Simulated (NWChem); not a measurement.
# NH$_{4}$ cation; SMILES [NH4+]

```xyz
5

N      0.0000     0.0000     0.0000
H     -0.5910    -0.5910    -0.5910
H      0.5910     0.5910    -0.5910
H     -0.5910     0.5910     0.5910
H      0.5910    -0.5910     0.5910
```
Atoms are numbered in this order, from 1.

Results from NWChem. Geometry optimised at PBE0-D3(BJ)/def2-TZVP; all other runs use it. Pople sets run with spherical d functions.

```
quantity                                                                level  value
----------------------------------------------------  -----------------------  -----
J(14N atom 1, 1H atom 2) (Hz)                                   B3LYP/6-31G**    [?]
solvation free energy (kcal/mol) in ethanol                PBE0/def2-SVP, SMD  -80.7
first state with f > 0.002 (eV), N K edge, unshifted        PBE0/cc-pVTZ, TDA  395.1
isotropic polarisability (bohr³) at 589 nm                       B3LYP/STO-3G    4.6
vertical, lowest triplet (eV)                         BHandHLYP/def2-SVP, TDA    [?]
highest harmonic frequency (cm⁻¹)                       PBE0-D3(BJ)/def2-TZVP    [?]
```

Question: Fill in the missing entries.

Answer: 
- J(14N atom 1, 1H atom 2) (Hz), value: 56.2
- vertical, lowest triplet (eV), value: 14.51
- highest harmonic frequency (cm⁻¹), value: 3507
